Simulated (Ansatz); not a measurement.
```xyz
9

C    -0.781    1.341    0.044
S     0.745    0.809   -0.780
Ge    0.811   -1.288   -0.082
H    -1.639    0.762   -0.299
H    -0.934    2.386   -0.225
H    -0.693    1.268    1.128
H     2.068   -1.915   -0.697
H    -0.454   -2.035   -0.545
H     0.878   -1.328    1.456
```

Total charge 0; spin multiplicity 1.

(1) List the B3LYP/def2-TZVPP orbital energies in eV (the Gaussian-basis code of Ansatz). (Estimate.)

Answers

(1) Ansatz gave: Occupied: -10850.50, -2417.61, -1354.87, -1205.78, -1205.76, -1205.76, -277.63, -215.60, -169.41, -160.16, -160.08, -159.94, -119.69, -119.63, -119.62, -33.25, -33.22, -33.21, -33.14, -33.14, -21.20, -17.54, -14.85, -11.93, -11.89, -10.45, -9.65, -9.38, -8.24, -6.54. Lowest empty: -0.12, 0.51, 0.60, 1.37, 1.47, 2.37, 2.61, 2.92.

B3LYP here is the variant with VWN-RPA as its local correlation; programs differ in this.
